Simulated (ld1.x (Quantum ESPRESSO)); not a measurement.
# antimony (Sb): excitation energies, all-electron against ultrasoft

```
Element                 : Sb (Z = 51)
Generator               : ld1.x (Quantum ESPRESSO) 7.5
Type                    : ultrasoft
Functional              : LDA (PZ)
Relativity              : fully relativistic
Frozen core             : [Ar] 3d10
Valence charge          : 23
Reference configuration : 4s2 4p6 4d10 5s2 5p3
Partial waves           : 4s (bound): rcut 1.05, rcutus 1.15 bohr; 5s (bound): rcut 1.05, rcutus 1.15 bohr; 4p (bound): rcut 1.10, rcutus 1.25 bohr; 5p (bound): rcut 1.10, rcutus 1.25 bohr; 4d (bound): rcut 0.70, rcutus 0.95 bohr; 4d channel at -2.15 Ry: rcut 0.70, rcutus 0.95 bohr
Local potential         : all-electron potential smoothed inside 1.20 bohr (lloc = -1)
Core correction         : none
Augmentation charge     : built from norm-conserving waves at rcut, not smoothed further
```

Open shells are filled in proportion to 2j + 1 (rel_dist='average').

Energies are relative to the spin-unpolarised reference configuration 4s2 4p6 4d10 5s2 5p3; without spin polarisation the order of configurations can differ from experiment.

```
valence configuration  charge  ΔE all-electron (eV)  error AE − PS (meV)
 4s2 4p6 4d10 5s2 5p2      +1                 8.538                 +771
 4s2 4p6 4d10 5s2 5p1      +2                24.813                +2310
 4s2 4p6 4d10 5s2 5p0      +3                49.625                +4800
 4s2 4p6 4d10 5s1 5p3      +1                17.328                 +740
  4s2 4p6 4d9 5s2 5p3      +1                40.771                -1623
 4s2 4p6 4d10 5s1 5p0      +4                94.438                +7570
  4s2 4p6 4d9 5s2 5p4       0                30.959                -2616
```

These tests converged, but a pseudo level misses the all-electron one widely, so the file describes the atom poorly there or has found another state: 4s2 4p6 4d10 5s2 5p1: 5p by 2.1 eV; 4s2 4p6 4d10 5s2 5p0: empty 5p by 3.2 eV.

A Bessel basis up to 400 Ry misses an occupied level by 2.23 Ry, so cutoffs and ghosts were not judged. The potential misses its own reference levels by up to 2.2 eV, so it is not fit for use.
